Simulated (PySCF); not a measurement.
C₄H₉BO₂ (SMILES C=CCOB(C)O), singlet, at a GFN2-xTB geometry, with bond 12-3 at 1.3 times its length; PySCF with HF/STO-3G.

PySCF was given this input:
```python
from pyscf import gto, scf

mol = gto.Mole()
mol.atom = '''
    C     2.743384    0.225498    0.349050
    C     1.681391    0.628888   -0.324256
    C     0.800473   -0.270608   -1.142389
    O    -0.578385   -0.021861   -0.946083
    B    -1.208099   -0.136698    0.255882
    C    -2.775833    0.135230    0.277254
    O    -0.588549   -0.474297    1.412405
    H     3.056263   -0.806873    0.353409
    H     3.356721    0.910632    0.908492
    H     1.377500    1.666950   -0.319338
    H     1.029768   -1.325294   -0.934733
    H     1.040200   -0.025880   -2.527899
    H    -3.127173    0.519005   -0.674613
    H    -3.319866   -0.780593    0.492170
    H    -3.037723    0.846914    1.054655
    H     0.359116   -0.609677    1.360180
'''
mol.basis = 'sto-3g'
mol.charge = 0
mol.spin = 0
mol.verbose = 4
mol.build()

mf = scf.RHF(mol)
mf.diis_space = 12
mf.kernel()
mf.analyze()
```

**Question.** What does PySCF print? Leave out banner, timings and long lists.

**Answer.** 
```
PySCF version 2.14.0

[INPUT] verbose = 4
[INPUT] num. atoms = 16
[INPUT] num. electrons = 54
[INPUT] charge = 0
[INPUT] spin (= nelec alpha-beta = 2S) = 0
[INPUT] symmetry False subgroup None
[INPUT] Mole.unit = angstrom
[INPUT] Symbol           X                Y                Z      unit          X                Y                Z       unit  Magmom
[INPUT]  1 C      2.743384000000   0.225498000000   0.349050000000 AA    5.184244414514   0.426129461637   0.659608903779 Bohr   0.0
[INPUT]  2 C      1.681391000000   0.628888000000  -0.324256000000 AA    3.177368498309   1.188426083025  -0.612755034247 Bohr   0.0
[INPUT]  3 C      0.800473000000  -0.270608000000  -1.142389000000 AA    1.512674740109  -0.511375007116  -2.158802337716 Bohr   0.0
[INPUT]  4 O     -0.578385000000  -0.021861000000  -0.946083000000 AA   -1.092989244557  -0.041311302809  -1.787837761107 Bohr   0.0
[INPUT]  5 B     -1.208099000000  -0.136698000000   0.255882000000 AA   -2.282976241361  -0.258321781776   0.483546900206 Bohr   0.0
[INPUT]  6 C     -2.775833000000   0.135230000000   0.277254000000 AA   -5.245564137530   0.255547663825   0.523934126940 Bohr   0.0
[INPUT]  7 O     -0.588549000000  -0.474297000000   1.412405000000 AA   -1.112196420887  -0.896291431703   2.669058626966 Bohr   0.0
[INPUT]  8 H      3.056263000000  -0.806873000000   0.353409000000 AA    5.775500034642  -1.524768987306   0.667846219956 Bohr   0.0
[INPUT]  9 H      3.356721000000   0.910632000000   0.908492000000 AA    6.343283366576   1.720845080265   1.716801066358 Bohr   0.0
[INPUT] 10 H      1.377500000000   1.666950000000  -0.319338000000 AA    2.603097736588   3.150078963344  -0.603461361166 Bohr   0.0
[INPUT] 11 H      1.029768000000  -1.325294000000  -0.934733000000 AA    1.945979491841  -2.504442694529  -1.766389369593 Bohr   0.0
[INPUT] 12 H      1.040200000000  -0.025880000000  -2.527899000000 AA    1.965693114773  -0.048906112104  -4.777036780562 Bohr   0.0
[INPUT] 13 H     -3.127173000000   0.519005000000  -0.674613000000 AA   -5.909500514134   0.980777307280  -1.274833810071 Bohr   0.0
[INPUT] 14 H     -3.319866000000  -0.780593000000   0.492170000000 AA   -6.273637510255  -1.475106984753   0.930066506727 Bohr   0.0
[INPUT] 15 H     -3.037723000000   0.846914000000   1.054655000000 AA   -5.740464512292   1.600435511060   1.993009105903 Bohr   0.0
[INPUT] 16 H      0.359116000000  -0.609677000000   1.360180000000 AA    0.678630886949  -1.152122554446   2.570367680111 Bohr   0.0

nuclear repulsion = 289.154812669246
number of shells = 30
number of NR pGTOs = 132
number of NR cGTOs = 44
basis = sto-3g
ecp = {}

******** <class 'pyscf.scf.hf.RHF'> ********
method = RHF
initial guess = minao
damping factor = 0
level_shift factor = 0
DIIS = <class 'pyscf.scf.diis.CDIIS'>
diis_start_cycle = 1
diis_space = 12
diis_damp = 0
SCF conv_tol = 1e-09
SCF conv_tol_grad = None
SCF max_cycles = 50
direct_scf = True
direct_scf_tol = 1e-13
Set gradient conv threshold to 3.16228e-05
Initial guess from minao.
init E= -328.165959223448
  HOMO = -0.229732681762892  LUMO = 0.132215978528628  gap/eV = 9.84912
cycle= 1 E= -326.809122635168  delta_E= 1.36  |g|= 0.592  |ddm|= 4.84
  HOMO = -0.26276175108791  LUMO = 0.258136964185417  gap/eV = 14.17438
cycle= 2 E= -326.929661003808  delta_E= -0.121  |g|= 0.168  |ddm|= 0.956
  HOMO = -0.323087837126523  LUMO = 0.278898912792242  gap/eV = 16.38089
cycle= 3 E= -326.938354998678  delta_E= -0.00869  |g|= 0.0344  |ddm|= 0.224
  HOMO = -0.326289779030088  LUMO = 0.278277438464392  gap/eV = 16.45111
cycle= 4 E= -326.93890519472  delta_E= -0.00055  |g|= 0.00636  |ddm|= 0.0711
  HOMO = -0.325990439498316  LUMO = 0.278615754825977  gap/eV = 16.45217
cycle= 5 E= -326.938919902677  delta_E= -1.47e-05  |g|= 0.00179  |ddm|= 0.01
  HOMO = -0.325836748642931  LUMO = 0.278784173258584  gap/eV = 16.45257
cycle= 6 E= -326.9389213859  delta_E= -1.48e-06  |g|= 0.000497  |ddm|= 0.00311
  HOMO = -0.325793828411373  LUMO = 0.278848756534856  gap/eV = 16.45316
cycle= 7 E= -326.938921547289  delta_E= -1.61e-07  |g|= 0.00016  |ddm|= 0.00116
  HOMO = -0.32579782973041  LUMO = 0.278852136921608  gap/eV = 16.45336
cycle= 8 E= -326.938921561474  delta_E= -1.42e-08  |g|= 3.9e-05  |ddm|= 0.000345
  HOMO = -0.325796720867386  LUMO = 0.278852244021266  gap/eV = 16.45334
cycle= 9 E= -326.938921562676  delta_E= -1.2e-09  |g|= 1.02e-05  |ddm|= 0.000108
  HOMO = -0.325795544593704  LUMO = 0.278853926933895  gap/eV = 16.45335
cycle= 10 E= -326.938921562757  delta_E= -8.05e-11  |g|= 3.16e-06  |ddm|= 2.53e-05
  HOMO = -0.325795668581541  LUMO = 0.278853851464859  gap/eV = 16.45335
Extra cycle  E= -326.938921562763  delta_E= -6.82e-12  |g|= 1.37e-06  |ddm|= 5.57e-06
converged SCF energy = -326.938921562763
**** SCF Summaries ****
Total Energy =                        -326.938921562763483
Nuclear Repulsion Energy =             289.154812669246155
One-electron Energy =                -1021.965096752666568
Two-electron Energy =                  405.871362520656930
Two-electron Coulomb Energy =          450.497315690412222
DFT Exchange-Correlation Energy =      -44.625953169755292
HOMO-LUMO gap [eV] =                    16.453351496790312
**** MO energy ****
MO #1   energy= -20.2646698159147  occ= 2
MO #2   energy= -20.2604977577463  occ= 2
MO #3   energy= -11.1241677368742  occ= 2
MO #4   energy= -11.048736982116   occ= 2
MO #5   energy= -11.0396919941835  occ= 2
MO #6   energy= -10.9835852877503  occ= 2
MO #7   energy= -7.43400850481224  occ= 2
MO #8   energy= -1.31826247642214  occ= 2
MO #9   energy= -1.27015728734279  occ= 2
MO #10  energy= -1.03056553651548  occ= 2
MO #11  energy= -0.894406544971318 occ= 2
MO #12  energy= -0.860254093037456 occ= 2
MO #13  energy= -0.741899020045368 occ= 2
MO #14  energy= -0.661659122517062 occ= 2
MO #15  energy= -0.643108962587984 occ= 2
MO #16  energy= -0.591516724805681 occ= 2
MO #17  energy= -0.568384767642792 occ= 2
MO #18  energy= -0.545156274434706 occ= 2
MO #19  energy= -0.513238672285355 occ= 2
MO #20  energy= -0.487688068783672 occ= 2
MO #21  energy= -0.484238067749362 occ= 2
MO #22  energy= -0.4559210874618   occ= 2
MO #23  energy= -0.434093621684655 occ= 2
MO #24  energy= -0.409568245598648 occ= 2
MO #25  energy= -0.3655749222332   occ= 2
MO #26  energy= -0.354337231616075 occ= 2
MO #27  energy= -0.325795668581541 occ= 2
MO #28  energy= 0.278853851464859  occ= 0
MO #29  energy= 0.359322369247955  occ= 0
MO #30  energy= 0.441911275596343  occ= 0
MO #31  energy= 0.561735968781094  occ= 0
MO #32  energy= 0.59285789240996   occ= 0
MO #33  energy= 0.607882414022985  occ= 0
MO #34  energy= 0.66713868395903   occ= 0
MO #35  energy= 0.690242969988545  occ= 0
 ** Mulliken pop on meta-lowdin orthogonal AOs  **
 ** Mulliken pop  **
 ** Mulliken atomic charges  **
charge of    0C =     -0.08612
charge of    1C =     -0.04720
charge of    2C =      0.08254
charge of    3O =     -0.19005
charge of    4B =      0.23659
charge of    5C =     -0.19525
charge of    6O =     -0.22020
charge of    7H =      0.03933
charge of    8H =      0.04515
charge of    9H =      0.04279
charge of   10H =      0.02348
charge of   11H =      0.01050
charge of   12H =      0.03413
charge of   13H =      0.03580
charge of   14H =      0.03514
charge of   15H =      0.15337
Dipole moment(X, Y, Z, Debye):  2.36795, -0.28185, -0.12561
```
